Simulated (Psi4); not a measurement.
A dimer, C3H8 ··· COS (SMILES CCC and O=C=S); the first 11 atoms form monomer A.

```
14

C      1.2831     0.1352    -0.0576
C     -0.0958    -0.3469    -0.5005
C     -1.2120     0.1223     0.4290
H      2.0664    -0.2108    -0.7347
H      1.5229    -0.2301     0.9442
H      1.3258     1.2268    -0.0282
H     -0.1002    -1.4398    -0.5520
H     -0.2958     0.0060    -1.5166
H     -2.1889    -0.2325     0.0950
H     -1.2512     1.2135     0.4747
H     -1.0543    -0.2436     1.4467
O     -4.4683    -3.3016    -2.9930
C     -3.6364    -3.7720    -3.6426
S     -2.5118    -4.4079    -4.5209
```

Problem. What interaction energy does SAPT0/jun-cc-pVDZ, frozen core (Psi4) give, and which attractive term is the largest?

Solution. Total -0.11 kcal/mol: electrostatics -0.01, exchange 0.00, induction 0.00, dispersion -0.10. The most attractive term is dispersion.
